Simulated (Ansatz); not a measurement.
Reaction (substitution at a C–Si bond): `[SiH3][SiH2]C[TeH]` + H–F → `FC[TeH]` + disilane

Isolated molecules relaxed with PBE0-D4/def2-TZVP in Ansatz; ΔE leaves out vibrations. CCSD(T)/CBS is the MP2 limit (def2-TZVPP, def2-QZVPP) plus CCSD(T) − MP2 in def2-TZVPP, frozen cores. This one scheme is used for every species. DFT in def2-TZVPP. B3LYP here is the variant with VWN-RPA as its local correlation; programs differ in this. Elements past krypton have def2 core potentials. For Te outer-core shells are correlated without core-valence functions, which leaves a few kJ/mol of doubt a bond. Each species was taken in one conformer, which may not be the lowest.

```json
{"level": "PBE-D4", "ΔE (kJ/mol)": "89.1", "difference from CCSD(T)/CBS": "-19.8"}
{"level": "r2SCAN-D4", "ΔE (kJ/mol)": "87.3", "difference from CCSD(T)/CBS": "-21.6"}
{"level": "PBE0-D4", "ΔE (kJ/mol)": "96.8", "difference from CCSD(T)/CBS": "-12.1"}
{"level": "B3LYP-D4", "ΔE (kJ/mol)": "86.9", "difference from CCSD(T)/CBS": "-22.0"}
{"level": "ωB97X-V", "ΔE (kJ/mol)": "86.5", "difference from CCSD(T)/CBS": "-22.4"}
{"level": "ωB97M-V", "ΔE (kJ/mol)": "93.5", "difference from CCSD(T)/CBS": "-15.4"}
{"level": "B2PLYP", "ΔE (kJ/mol)": "85.4", "difference from CCSD(T)/CBS": "-23.5"}
{"level": "B3LYP", "ΔE (kJ/mol)": "68.2", "difference from CCSD(T)/CBS": "-40.7"}
{"level": "MP2/def2-TZVPP", "ΔE (kJ/mol)": "118.0", "difference from CCSD(T)/CBS": "9.1"}
{"level": "SCS-MP2/def2-TZVPP", "ΔE (kJ/mol)": "103.1", "difference from CCSD(T)/CBS": "-5.8"}
{"level": "CCSD/def2-TZVPP", "ΔE (kJ/mol)": "97.6", "difference from CCSD(T)/CBS": "-11.3"}
{"level": "CCSD(T)/def2-TZVPP", "ΔE (kJ/mol)": "101.4", "difference from CCSD(T)/CBS": "-7.5"}
{"level": "HF/def2-QZVPP", "ΔE (kJ/mol)": "67.8", "difference from CCSD(T)/CBS": "-41.1"}
{"level": "SCS-MP2/def2-QZVPP", "ΔE (kJ/mol)": "107.3", "difference from CCSD(T)/CBS": "-1.6"}
{"level": "HF/CBS(def2)", "ΔE (kJ/mol)": "67.7", "difference from CCSD(T)/CBS": "-41.2"}
{"level": "CCSD/CBS(def2)", "ΔE (kJ/mol)": "105.1", "difference from CCSD(T)/CBS": "-3.8"}
{"level": "CCSD(T)/CBS", "ΔE (kJ/mol)": "108.9", "difference from CCSD(T)/CBS": "0"}
```

Largest T1 diagnostic among the species: 0.013.

The D4 term adds +18.8 kJ/mol with B3LYP and +10.5 kJ/mol with PBE0; it sums over pairs of atoms, weighted by their polarisabilities, and B3LYP, whose exchange is more repulsive, gets the larger term. From PBE to PBE0 (25 % exact exchange), in def2-TZVPP and without D4, ΔE moves by +8.8 kJ/mol. In def2-TZVPP, CCSD(T) changes the Hartree–Fock value by +33.5 kJ/mol (the triples alone add +3.8 kJ/mol) and MP2 by +50.1 kJ/mol.
